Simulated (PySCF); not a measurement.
Members of one series of related molecules.

All values: PBE0/def2-SVPD (PySCF) at GFN2-xTB geometries, gas phase, one conformer each. Core orbitals are frozen in the response; Δα² is half the sum of the squared differences of the principal polarisabilities.

Task: Rank by HOMO–LUMO gap, lowest first.
A. `O[Si@H](CCl)[SiH2]CCl`
B. `CO[Si@H](CCl)[SiH2]C`
C. `ClC[SiH2][Si@@H](C)OC`
D. `ClC[Si@@H]1OC[C@@H](Cl)[SiH2]1`

Result: D (6.99 eV), A (7.20 eV), B (7.35 eV), C (7.58 eV).

All values together:

```
                        SMILES      formula  μ (D)  HOMO (eV)  LUMO (eV)  α (Å³)  Δα (Å³)  electrons  α per electron (Å³)
         O[Si@H](CCl)[SiH2]CCl  C2H8Cl2OSi2   1.60      -8.02      -0.82   16.45     5.45         90                0.183
ClC[Si@@H]1OC[C@@H](Cl)[SiH2]1  C3H8Cl2OSi2   0.98      -7.72      -0.74   17.65     7.51         96                0.184
          CO[Si@H](C)[SiH2]CCl  C3H11ClOSi2   2.33      -7.83      -0.24   16.28     3.09         82                0.198
          CO[Si@H](CCl)[SiH2]C  C3H11ClOSi2   1.77      -7.73      -0.38   16.15     1.83         82                0.197
```

Conformers: `[OH:1][Si@H:2]([CH2:3][Cl:4])[SiH2:5][CH2:6][Cl:7]` with H–O1–Si2–C3 -46°, O1–Si2–C3–Cl4 52°, O1–Si2–Si5–C6 -172°, Si2–Si5–C6–Cl7 -56°; `[Cl:1][CH2:2][Si@@H:3]1[O:4][CH2:5][C@@H:6]([Cl:7])[SiH2:8]1` with Cl1–C2–Si3–O4 -173°, C2–Si3–O4–C5 -147°, Si3–O4–C5–C6 48°, O4–C5–C6–Cl7 -169°, C5–C6–Si8–Si3 24°; `[CH3:1][O:2][Si@H:3]([CH3:4])[SiH2:5][CH2:6][Cl:7]` with C1–O2–Si3–C4 -56°, O2–Si3–Si5–C6 -69°, Si3–Si5–C6–Cl7 -57°; `[CH3:1][O:2][Si@H:3]([CH2:4][Cl:5])[SiH2:6][CH3:7]` with C1–O2–Si3–C4 175°, O2–Si3–C4–Cl5 -80°, O2–Si3–Si6–C7 36°.
